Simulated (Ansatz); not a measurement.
Job for Ansatz (a quantum-chemistry and plane-wave program): R-CCSD(T)/aug-cc-pVTZ on GaH6N (a complex), monomers drawn apart or pushed together. The run froze 15 orbitals, filled d shells among them.

Ansatz 0.2 input:
```yaml
crystal:
  periodic: [false, false, false]
  atoms:
    - {symbol: Ga, position_ang: [0.47028930, -0.36793714, 0.77091002]}
    - {symbol: H, position_ang: [0.08717462, -1.90124178, 0.83917580]}
    - {symbol: H, position_ang: [-0.28102932, 0.54110830, -0.28343333]}
    - {symbol: H, position_ang: [1.92853494, 0.05567303, 1.21425464]}
    - {symbol: N, position_ang: [-1.44588043, 0.82002797, 3.98281689]}
    - {symbol: H, position_ang: [-2.43920809, 0.63378155, 3.89559588]}
    - {symbol: H, position_ang: [-1.10168725, 0.33443557, 4.80423483]}
    - {symbol: H, position_ang: [-1.31998173, 1.81637988, 4.12573856]}
basis:
  gaussian:
    orbitals: aug-cc-pVTZ
magnetization: {spin_polarized: false}
correlation: {method: ccsd_t, electrons: outside_noble_gas}
scf: {lower_state_search: off}
```

The log:

```
WARN ansatz: RAYON_NUM_THREADS=2 ignored (pool sized by the plan → 2); use --threads N
Functional definition: HF
these checks for a lower state are left out or cut short: stability, starts, cluster_reference, orbital_swaps, neighbouring_geometries, increment
integrals: 1.44 GiB planned
1389 factors; integrals over basis functions are off by at most 1.2e-3 eV
mean field: 0.85 GiB planned
mean field evaluation 1: about -53909.4538 eV, gradient 3.3e1 eV
mean field evaluation 2: about -53909.4677 eV, gradient 3.3e1 eV
mean field evaluation 4: about -53911.7930 eV, gradient 2.2e0 eV
mean field evaluation 8: about -53911.8156 eV, gradient 5.4e-4 eV
mean field -53911.81564575 eV, -1981.2226822402 hartree, gradient 5.9e-6 eV, S^2 0.000000; 0 other end points of the search recorded, 0 dependent functions left out
15 core orbitals not correlated
reference -53911.81564575 eV, -1981.2226822402 hartree; 7, 7 occupied and 221, 221 virtual orbitals, 1389 factors
second order -9.12318691 eV of doubles, -0.00000000 eV of singles
coupled cluster: 4.03 GiB planned
cycle   1  -9.69948427 eV  change   -5.8e-1 eV  update   6.6e-2
cycle   2  -10.00813441 eV  change   -3.1e-1 eV  update   2.2e-2
cycle   3  -10.04068774 eV  change   -3.3e-2 eV  update   7.4e-3
cycle   4  -10.03778016 eV  change    2.9e-3 eV  update   2.1e-3
cycle   5  -10.03798695 eV  change   -2.1e-4 eV  update   8.0e-4
cycle   6  -10.03798033 eV  change    6.6e-6 eV  update   2.2e-4
cycle   7  -10.03789910 eV  change    8.1e-5 eV  update   7.8e-5
cycle   8  -10.03788717 eV  change    1.2e-5 eV  update   2.6e-5
cycle   9  -10.03788932 eV  change   -2.1e-6 eV  update   9.1e-6
perturbative correction -0.27923536 eV, -0.0102617100 hartree
Total energy: -53922.13277042 eV, -1981.6018295787 hartree
Checks for a lower state left out: stability, starts, cluster_reference, orbital_swaps, neighbouring_geometries, increment
```

Self-consistency was reached.

Cost: very roughly 90 core-seconds.
